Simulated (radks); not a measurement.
Task: Species: W1.5+. Configuration: [Xe] 4f14 5d3.5 6s1 (fractional occupations, a model configuration). Calculated with a radial shooting solver on a logarithmic mesh with Libxc functionals: Dirac Kohn-Sham, PBE, spin-unpolarised, spherical densities, finite nucleus; open shells are shared between the two j in proportion to 2j + 1; Fermi nuclear charge, rms radius 5.3658 fm.

Spin-orbit splittings of the eigenvalues, e(l+1/2) - e(l-1/2), with zeta = 2 splitting/(2l+1) and mean radii in bohr:

shell  occ.  splitting (eV)  zeta (eV)  <r> j=l-1/2  <r> j=l+1/2
2p        6            1353      901.8      0.06365      0.07161
3p        6           292.5      195.0       0.1906       0.2053
3d       10           63.61      25.44       0.1797       0.1842
4p        6           67.78      45.18       0.4546       0.4878
4d       10           12.49      4.996       0.5048       0.5162
4f       14               ?          ?       0.6026       0.6122
5p        6           9.867      6.578        1.175        1.277
5d      3.5          0.8372     0.3349        1.852        1.914

Estimate the 4f splitting.

Result: 2.238 eV (zeta = 0.6395 eV).
